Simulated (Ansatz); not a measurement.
Gas-phase electronic energies from Ansatz, PBE0-D4/def2-TZVP geometries. CBS: MP2 limit from def2 TZ/QZ plus the TZ coupled-cluster correction, frozen cores. Functionals use def2-TZVPP. Elements past krypton have def2 core potentials. For Sn outer-core shells are correlated without core-valence functions, which leaves a few kJ/mol of doubt a bond. Each species was taken in one conformer, which may not be the lowest.

Reaction (cleavage of the Sn–Si bond): `B[SiH](Cl)[SnH3]` + `O[SiH2][SiH3]` → `[SiH3][SiH2][O][SnH3]` + `B[SiH2]Cl`

CCSD(T)/CBS gives -3.9 kJ/mol.

(1) Another level gave -18.5 kJ/mol. Which?
A. ωB97X-V/def2-TZVPP
B. MP2/def2-TZVPP
C. HF/def2-TZVPP
D. ωB97M-V/def2-TZVPP

Largest T1 diagnostic among the species: 0.014.

## Answers

(1) A. ωB97X-V -18.5, HF/def2-TZVPP -88.4, MP2/def2-TZVPP 4.6, ωB97M-V 0.0 kJ/mol.

In def2-TZVPP, CCSD(T) changes the Hartree–Fock value by +82.9 kJ/mol (the triples alone add +12.9 kJ/mol) and MP2 by +93.0 kJ/mol. From PBE to PBE0 (25 % exact exchange), in def2-TZVPP and without D4, ΔE moves by −16.2 kJ/mol.
